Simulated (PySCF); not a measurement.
Ta(NEt)(NH2)3, C2H11N4Ta (singlet state).
Cartesian coordinates in Å at the PBE0-D3(BJ)/def2-SVP level; atoms count from 1:
```xyz
18
C2H11N4Ta angstrom
Ta    -0.0965    0.3242   -1.1649
N     -0.1309    0.3220    0.6056
C     -0.1355    0.2686    2.0251
C      0.3157   -1.0823    2.5657
H      0.5205    1.0621    2.4321
H     -1.1503    0.4939    2.4057
H      0.2973   -1.0936    3.6669
H     -0.3428   -1.8850    2.2001
H      1.3397   -1.3102    2.2329
N      1.8332    0.3082   -1.7094
H      2.1624    0.2936   -2.6722
H      2.6376    0.3065   -1.0904
N     -1.0267    1.9938   -1.7714
H     -1.4362    2.7073   -1.1765
H     -1.1451    2.2731   -2.7426
N     -1.0472   -1.3311   -1.7813
H     -1.4532   -2.0510   -1.1921
H     -1.1984   -1.5833   -2.7555
```

Level of theory: PySCF 2.14.0, PBE0-D3(BJ)/def2-SVP geometry optimisation, gas phase, def2 core potentials past Kr.

Masses are those of the commonest isotopes; rigid-rotor values at the optimised geometry. The values belong to one conformer.

**Question.** Give the principal moments of inertia and the rotational constants in MHz.

**Answer.** Ia = 209.18, Ib = 512.08, Ic = 523.75 u·Å²; 505379 MHz·u·Å²/I gives A = 2416, B = 986.9, C = 964.9 MHz.

**Question.** What kind of rotor is it?

**Answer.** A near-prolate asymmetric top. Ray's parameter κ = (2B − A − C)/(A − C) = -0.970; −1 is the prolate and +1 the oblate limit.

**Question.** Is it planar, by Δ = Ic − Ia − Ib?

**Answer.** Not planar: Δ = Ic − Ia − Ib = -197.51 u·Å². For a rigid frame Δ = −2 Σ m c², so Σ m c² = 98.75 u·Å² lies off the ab plane: 21.85 from hydrogen and 76.91 from heavier atoms. The atom farthest from that plane is 2.59 Å away.

**Question.** Give the other two planar moments, Paa and Pbb, and the rms extents of the mass along the axes.

**Answer.** Paa = Σ m a² = (Ib + Ic − Ia)/2 = 413.32 and Pbb = Σ m b² = (Ia + Ic − Ib)/2 = 110.42 u·Å². With the mass M = 272.05 u, the rms extents √(P/M) along a, b and c are 1.23, 0.64, 0.60 Å.

**Question.** List the rotational levels J(Ka,Kc) to J = 4 (K).

**Answer.** Above 0(0,0), as E/k:
J = 1: 1(0,1) 0.094, 1(1,1) 0.162, 1(1,0) 0.163
J = 2: 2(0,2) 0.281, 2(1,2) 0.349, 2(1,1) 0.352, 2(2,1) 0.557, 2(2,0) 0.557
J = 3: 3(0,3) 0.562, 3(1,3) 0.628, 3(1,2) 0.634, 3(2,2) 0.838, 3(2,1) 0.839, 3(3,1) 1.184, 3(3,0) 1.184
J = 4: 4(0,4) 0.937, 4(1,4) 1.001, 4(1,3) 1.011, 4(2,3) 1.213, 4(2,2) 1.213, 4(3,2) 1.559, 4(3,1) 1.559, 4(4,1) 2.043, 4(4,0) 2.043
The levels of one J sum to (2J + 1)J(J + 1)(A + B + C)/3.

**Question.** Which lines would a microwave search look for?

**Answer.** The dipole components are |μa| = 1.60 D, |μb| = 0.48 D, |μc| = 0.04 D. The squared components, which scale the intensities, stand as 1.00 : 0.09 : 0.00 (a : b : c). Some lines, for components of 0.1 D or more:

```
type  branch         J(Ka,Kc)    MHz  lower level (cm⁻¹)
   b       R  4(2,2) ← 3(3,1)    610               0.823
   b       Q  4(1,3) ← 4(0,4)   1553               0.651
   b       R  1(1,1) ← 0(0,0)   3381               0.000
   b       Q  2(2,1) ← 2(1,2)   4353               0.242
   b       Q  3(2,2) ← 3(1,3)   4386               0.436
   b       Q  4(2,3) ← 4(1,4)   4431               0.695
   b       R  2(1,2) ← 1(0,1)   5311               0.065
   b       Q  5(3,2) ← 5(2,3)   7194               1.169
   b       Q  4(3,1) ← 4(2,2)   7198               0.843
   b       Q  3(3,1) ← 3(2,2)   7201               0.583
   a       R  4(0,4) ← 3(0,3)   7805               0.391
   a       R  4(3,2) ← 3(3,1)   7808               0.823
   a       R  4(3,1) ← 3(3,0)   7808               0.823
   a       R  4(1,3) ← 3(1,2)   7851               0.441
   a       R  5(0,5) ← 4(0,4)   9754               0.651
   a       R  5(3,2) ← 4(3,1)   9760               1.083
   b       Q  4(4,0) ← 4(3,1)  10080               1.083
   b       Q  4(4,1) ← 4(3,2)  10080               1.083
   b       R  3(2,1) ← 2(1,2)  10210               0.242
   b       Q  5(5,0) ← 5(4,1)  12960               1.745
   b       R  3(3,1) ← 2(2,0)  13056               0.387
   b       R  5(3,3) ← 4(2,2)  16958               0.843
```

**Question.** Estimate the classical rotational partition function at 10 K, 50 K and 298.15 K.

**Answer.** Point group C1, symmetry number σ = 1; q = (√π/σ)·√((kT/h)³/(ABC)), k/h = 20836.6 MHz/K: 3510 at 10 K, 39300 at 50 K, 572000 at 298.15 K.

No PBE0-D3(BJ)/def2-SVP frequencies stand behind this structure, so it isn't proved a minimum. These are rigid-rotor constants of the computed structure; measured ground-state constants (B0) also hold zero-point vibration. A rigid rotor knows nothing of internal rotation, which can split or shift real lines. Quadrupole hyperfine structure (14N) is left out.

The run took 2.9 min on one thread, AMD EPYC 7B13 (x86_64), on a shared host, and the process peaked at 0.72 GiB of memory. These figures are those of the optimisation.
